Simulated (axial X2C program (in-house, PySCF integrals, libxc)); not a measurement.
## Potential curves of InB, 2c

All values were computed with an in-house relativistic program for diatomic molecules. Two-component (2c) means X2C with spin–orbit coupling and atomic mean-field two-electron Coulomb and Gaunt terms. Basis: In dyall-cv3z [11s12p9d4f1g], B dyall-v3z [7s6p2d1f] (cores contracted in-house); Gaussian nuclei, density fitting, unrestricted open shells. Masses: In 114.904 u, B 11.009 u.

State: Ω = 1 (⟨Sz⟩ = 0.99, ⟨Lz⟩ = 0.01 at LDA). Energies in eV from the lowest point of each curve. Fits are polynomials in 1 − R0/R over 0.85 to 1.23 times the lowest point R0.

| R (Å) | LDA |
| --- | --- |
| 1.9314 | 0.3583 |
| 2.0202 | 0.1223 |
| 2.0868 | 0.0331 |
| 2.1534 | 0.0000 |
| 2.2200 | 0.0095 |
| 2.2977 | 0.0602 |
| 2.3754 | 0.1408 |
| 2.4753 | 0.2724 |
| 2.5974 | 0.4551 |
| 2.7750 | 0.7297 |

Density functionals use the spin component along the axis (collinear). The state is one determinant with fixed occupations, lowest in a PBE0 search at one distance only: followed along the bond, the spin-free determinant M_S = 1, Λ = 1 reaches 0.02 eV lower at PBE0, at Re = 2.419 Å, so the state shown is not the lowest. With several unpaired electrons one determinant need not be a pure state. Open-shell Ω = 0 determinants with evenly filled partner blocks cannot be reached by this program, so the Ω shown need not be the lowest component. At some level and bond length an empty orbital lies below a filled one. This is the Ω = 1 component of a π² triplet; the 0⁺ component is not one determinant and can lie lowest.

Fit the LDA curve near its minimum: give the equilibrium distance and the harmonic wavenumber.

At LDA, 2c: Re = 2.169 Å, ωe ≈ 492 cm⁻¹; Be follows as 0.357 cm⁻¹.
